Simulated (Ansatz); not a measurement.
System: Se₂I, charge 0, multiplicity 2. It need not be the lowest isomer of its formula. 
Geometry from a B3LYP-D3(BJ)/def2-TZVP (Ansatz, a first-principles code) optimisation:
SMILES: [Se][Se]I
```xyz
3

Se    -2.0233    -0.9611    -0.2514
Se     0.0813    -1.0079     0.4228
I      1.2458     1.2631    -0.1100
```
Charge 0, spin multiplicity 2.

Basis-set convergence of Hartree-Fock and CCSD correlation energies (hartree) with Ansatz. Valence correlation only, unless marked. UHF or UKS for open shells. Spin-orbit coupling is left out. Frozen are the shells of the preceding noble gas and the d and f shells that filled before the atom's block. Past Kr the def2 sets carry scalar-relativistic core potentials.

| basis | functions | E(HF) | E(corr, CCSD) |
|---|---|---|---|
| def2-SVP | 90 | -5095.76400 | -0.34629 |
| def2-TZVPP | 146 | ___ | ___ |

Q: What belongs in the gaps?

A: 
- def2-TZVPP, E(HF): -5096.37427
- def2-TZVPP, E(corr, CCSD): -0.45729
